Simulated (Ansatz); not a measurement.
Consider the ligand exchange at the Si–S bond: `CS[SiH](Cl)Cl` + `C=C[SiH2]N` → `C=C[SiH2]N[SiH](Cl)Cl` + CH₃SH.

Program: Ansatz. Geometries: PBE0-D4/def2-TZVP. ΔE: electronic, gas phase. CCSD(T)/CBS adds triple-zeta CCSD(T) − MP2 to the extrapolated MP2 energy (def2 sets, frozen cores). This one scheme is used for every species. One conformer a species, not always the lowest.

```json
{"species": "`CS[SiH](Cl)Cl`", "MP2/def2-QZVPP energy (Eh)": "-1646.83507"}
{"species": "`C=C[SiH2]N`", "MP2/def2-QZVPP energy (Eh)": "-423.99628"}
{"species": "`C=C[SiH2]N[SiH](Cl)Cl`", "MP2/def2-QZVPP energy (Eh)": "-1632.68011"}
{"species": "CH₃SH", "MP2/def2-QZVPP energy (Eh)": "-438.15657"}
```

**Question.** Work out ΔE.

**Answer.** ΔE = (-1632.68011) + (-438.15657) − (-1646.83507) − (-423.99628) = -0.00533 Eh = -14.0 kJ/mol. CCSD(T)/CBS gives -15.3 kJ/mol.

Largest T1 diagnostic among the species: 0.011.

The D4 term adds −6.4 kJ/mol with B3LYP and −4.2 kJ/mol with PBE0; it sums over pairs of atoms, weighted by their polarisabilities, and B3LYP, whose exchange is more repulsive, gets the larger term. From PBE to PBE0 (25 % exact exchange), in def2-TZVPP and without D4, ΔE moves by −4.7 kJ/mol.

B3LYP here is the variant with VWN-RPA as its local correlation; programs differ in this.
